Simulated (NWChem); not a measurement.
## Lowest excitation of boron monoxide dimer (B$_{2}$O$_{2}$)

```xyz
4

O      0.0000     0.0000    -2.0254
B      0.0000     0.0000    -0.8262
B      0.0000     0.0000     0.8262
O      0.0000     0.0000     2.0254
```
Charge 0, spin multiplicity 1.

Program: NWChem. All single points use one geometry, from PBE0/def2-SVP, a minimum by its harmonic frequencies. It is one conformer; others weren't searched.

Basis set: def2-SVPD.

```
method           lowest vertical singlet excitation energy (eV)  relative cost  difference from EOM-CCSD
---------------  ----------------------------------------------  -------------  ------------------------
TDA-LDA (SVWN5)                                            6.15              1                     -1.02
TD-PBE                                                     6.13        under 3                     -1.04
CIS                                                        7.31              4                     +0.15
TD-B3LYP                                                   6.41              5                     -0.75
EOM-CCSD                                                   7.17             80                      0.00
```

The values span 1.18 eV, from TD-PBE (lowest) to CIS (highest). Costs are rough ratios of processor time within this set of runs, SCF included, with TDA-LDA (SVWN5) as 1.

The correlated methods keep 4 core orbitals frozen. B3LYP has NWChem's definition, with VWN1-RPA local correlation. No row is a measurement; the coupled-cluster row has its own basis-set and correlation limits.
